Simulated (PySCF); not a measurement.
LiAs⁺ at UHF-MP2

Computed with UHF-MP2; basis Li 6-31G(d,p), As 6-31G(d,p); no relativity; PySCF 2.14.

| Property | Result |
| --- | --- |
| state | ⁴Σ⁻ (quartet), unpaired electrons σ ↑, π ↑↑ |
| bond length | 2.777 Å |
| harmonic wavenumber | 234 cm⁻¹ |
| force constant | 0.208 mdyn/Å |
| rotational constant Be | 0.3408 cm⁻¹ |
| anharmonicity ωexe | 3.64 cm⁻¹ |
| vibration–rotation constant αe | 0.00678 cm⁻¹ |
| well depth De to Li⁺ + As | 39 kJ/mol |
| dissociation energy D0 | 38 kJ/mol |

Correlated steps freeze 9 core orbitals. Correlated levels converge slowly with the basis: in double zeta they bind strong bonds too weakly, by up to about 1 eV, and carry superposition errors of some tenths. Spin–orbit coupling is left out. For an ion De counts to the pair picked by the measured ionisation energies or electron affinities, which need not be the lowest pair at this level. The state is the lowest determinant that a PBE0 search found; another state may lie lower at other levels.
